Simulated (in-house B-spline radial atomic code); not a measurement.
# CAM-B3LYP excitations of K7+

Method: CAM-B3LYP. Computed with an all-electron radial atomic-structure program (B-spline basis): linear response of the closed shell [Ne] 3s2 with the functional's adiabatic kernel; non-relativistic, point nucleus, no spin-orbit coupling, no double excitations, S, P, D and F terms only.

Command:
```bash
python run_td.py task.json out
```
Settings (radii: box in bohr, nucleus in fm):
```
Z                        19
electrons                12
configuration            [Ne] 3s2
hamiltonian              nr
method                   camb3lyp
box_radius               12.81
intervals                50
```

Run time, properties included: 0.7 s on 1 thread of Intel(R) Xeon(R) Platinum 8375C CPU @ 2.90GHz (Ice Lake) (shared host).

The lowest states, in the order of their Tamm-Dancoff energies; the method's threshold (minus the highest occupied level) is 149.04 eV. Labels give the largest channel, * marks a mixed state, and oscillator strengths are full-response dipole values. Semilocal kernels can invert the small singlet-triplet splittings of Rydberg terms. Energies in eV:

```json
{"state": "3s → 3p 3P", "full response": "14.628", "Tamm-Dancoff": "15.072", "oscillator strength": "-"}
{"state": "3s → 3p 1P", "full response": "23.520", "Tamm-Dancoff": "24.347", "oscillator strength": "1.07"}
{"state": "3s → 3d 3D", "full response": "42.56", "Tamm-Dancoff": "42.68", "oscillator strength": "-"}
{"state": "3s → 3d 1D", "full response": "46.53", "Tamm-Dancoff": "46.55", "oscillator strength": "-"}
{"state": "3s → 4s 3S", "full response": "76.33", "Tamm-Dancoff": "76.34", "oscillator strength": "-"}
{"state": "3s → 4s 1S", "full response": "?", "Tamm-Dancoff": "?", "oscillator strength": "-"}
{"state": "3s → 4p 3P", "full response": "83.23", "Tamm-Dancoff": "83.24", "oscillator strength": "-"}
{"state": "3s → 4p 1P", "full response": "84.25", "Tamm-Dancoff": "84.28", "oscillator strength": "0.238"}
{"state": "3s → 4d 3D", "full response": "92.77", "Tamm-Dancoff": "92.78", "oscillator strength": "-"}
{"state": "3s → 4d 1D", "full response": "?", "Tamm-Dancoff": "?", "oscillator strength": "-"}
{"state": "3s → 4f 3F", "full response": "96.16", "Tamm-Dancoff": "96.18", "oscillator strength": "-"}
{"state": "3s → 4f 1F", "full response": "97.27", "Tamm-Dancoff": "97.27", "oscillator strength": "-"}
{"state": "3s → 5s 3S", "full response": "106.62", "Tamm-Dancoff": "106.62", "oscillator strength": "-"}
{"state": "3s → 5s 1S", "full response": "107.31", "Tamm-Dancoff": "107.32", "oscillator strength": "-"}
{"state": "3s → 5p 3P", "full response": "109.76", "Tamm-Dancoff": "109.77", "oscillator strength": "-"}
{"state": "3s → 5p 1P", "full response": "110.11", "Tamm-Dancoff": "110.12", "oscillator strength": "0.0852"}
{"state": "3s → 5d 3D", "full response": "114.14", "Tamm-Dancoff": "114.14", "oscillator strength": "-"}
{"state": "3s → 5d 1D", "full response": "114.38", "Tamm-Dancoff": "114.38", "oscillator strength": "-"}
{"state": "3s → 5f 3F", "full response": "115.84", "Tamm-Dancoff": "115.85", "oscillator strength": "-"}
{"state": "3s → 5f 1F", "full response": "116.23", "Tamm-Dancoff": "116.23", "oscillator strength": "-"}
```

(1) Where does 3s → 4d 1D lie?

(2) Where does 3s → 4s 1S lie?

(3) How large is the singlet-triplet splitting of 3s → 3p (P terms) in Tamm-Dancoff?

(4) What polarisabilities and dispersion coefficient does the method give?

Results:

(1) At 93.37 eV in full response, 93.37 eV in Tamm-Dancoff.

(2) At 78.51 eV in full response, 78.55 eV in Tamm-Dancoff.

(3) 9.27 eV, from the unrounded values.

(4) Dipole 1.505 bohr³, quadrupole 1.043 bohr⁵, C6 1.586 hartree·bohr⁶ for two such species.
